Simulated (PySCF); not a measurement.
A PySCF script (with the pyscf-properties extension) for the NMR shieldings of `O([C@@H](C)O[SiH3])C(F)F`, C$_{3}$H$_{8}$F$_{2}$O$_{2}$Si, on a GFN2-xTB geometry:

```python
import basis_set_exchange as bse
import numpy as np
from pyscf import gto, dft
from pyscf.prop import nmr

atoms = """
C    -0.290793    1.861441    0.431139
C    -0.515143    0.360793    0.502648
O    -0.915526   -0.196102   -0.684695
Si   -0.124715   -0.242422   -2.120890
O     0.721241   -0.209416    0.929760
C     0.694706   -1.541585    1.134272
F     1.914982   -2.047628    0.902784
F     0.415007   -1.833520    2.433064
H     0.562226    2.059597   -0.211047
H    -0.088122    2.247237    1.425032
H    -1.178408    2.335566    0.022988
H    -1.294564    0.120713    1.245478
H     1.242295   -0.736867   -1.968898
H    -1.015868   -1.176120   -2.791912
H    -0.098265    1.089771   -2.727686
H    -0.036653   -2.082514    0.508046
"""
names = dict.fromkeys(["C", "O", "Si", "F", "H"], "pcSseg-1")
basis = {el: gto.basis.parse(bse.get_basis(n, elements=[el], fmt="nwchem")) for el, n in names.items()}
mol = gto.M(atom=atoms, basis=basis, charge=0, verbose=0)
mf = dft.RKS(mol, xc="PBE0")
mf.grids.level = 2
mf.grids.alignment = dft.numint.BLKSIZE   # the property module wants whole blocks of grid points
mf.conv_tol = 1e-9
mf.kernel()

calc = nmr.RKS(mf)   # GIAO
C = mf.mo_coeff
Co = C[:, mf.mo_occ > 0]
resp = mf.gen_response(singlet=True, hermi=2)
def vind(x):   # induced exchange potential for any number of trial vectors
    d = np.einsum("pi,xij,qj->xpq", C, 2 * x.reshape(-1, C.shape[1], Co.shape[1]), Co, optimize=True)
    return np.einsum("xpq,pi,qj->xij", resp(d - d.transpose(0, 2, 1)), C, Co, optimize=True).ravel()
mo1, _ = nmr.rhf.solve_mo1(calc, with_cphf=vind)
sigma = calc.kernel(mo1)
for i, s in enumerate(sigma):   # ppm
    w = np.linalg.eigvalsh((s + s.T) / 2)
    print("%2d %-2s iso %8.1f  s11 %8.1f  s22 %8.1f  s33 %8.1f" % (i, mol.atom_pure_symbol(i), w.mean(), *w))
```

Task: Give the expected output.

Result: 
```
 0 C  iso    162.6  s11    144.1  s22    158.3  s33    185.4
 1 C  iso     90.9  s11     67.7  s22     94.5  s33    110.4
 2 O  iso    275.9  s11    211.7  s22    277.5  s33    338.4
 3 Si iso    395.0  s11    361.9  s22    363.7  s33    459.3
 4 O  iso    174.8  s11    141.7  s22    163.3  s33    219.5
 5 C  iso     64.3  s11     43.2  s22     71.9  s33     78.0
 6 F  iso    281.4  s11    183.8  s22    311.9  s33    348.6
 7 F  iso    274.8  s11    189.2  s22    274.7  s33    360.6
 8 H  iso     30.1  s11     27.0  s22     29.2  s33     34.2
 9 H  iso     30.1  s11     25.9  s22     28.0  s33     36.4
10 H  iso     30.4  s11     26.5  s22     28.1  s33     36.5
11 H  iso     26.2  s11     23.6  s22     25.2  s33     29.7
12 H  iso     26.6  s11     22.6  s22     26.5  s33     30.7
13 H  iso     27.0  s11     23.3  s22     25.2  s33     32.6
14 H  iso     26.7  s11     23.1  s22     25.3  s33     31.8
15 H  iso     25.1  s11     21.9  s22     26.0  s33     27.3
```

These numbers come from an equivalent density-fitted implementation of the same equations, which agrees with the script to about 0.01 ppm for H and up to a few tenths of a ppm for heavy atoms, so last digits may differ.

Task: Turn these shieldings into chemical shifts. δ = σ(ref) − σ, references computed at the same level: TMS for 13C (σref 186.93) and 29Si (σref 349.16) and 1H (σref 31.72); 17O (σref 336.08) vs H2O; CFCl3 for 19F (σref 170.95).

Result: Averaging equivalent atoms: C 5: 122.6; C 1: 96.0; C 0: 24.3; O 4: 161.2; O 2: 60.2; Si 3: -45.8; F 7: -103.9; F 6: -110.5; H 15: 6.65; H 11: 5.53; H 12/13/14: 4.93; H 8/9/10: 1.52 ppm. Unscaled 19F shifts against computed CFCl3 carry errors that often reach 10 to 50 ppm. Experimental scales use liquid or dissolved standards, which lie at an offset from isolated H2O (liquid H2O: subtract about 36 ppm).

Size and cost of the density-fitted run: 183 basis functions, 55 s wall time on 1 thread of an Arm Neoverse N1, shared host; peak memory 0.84 GiB.
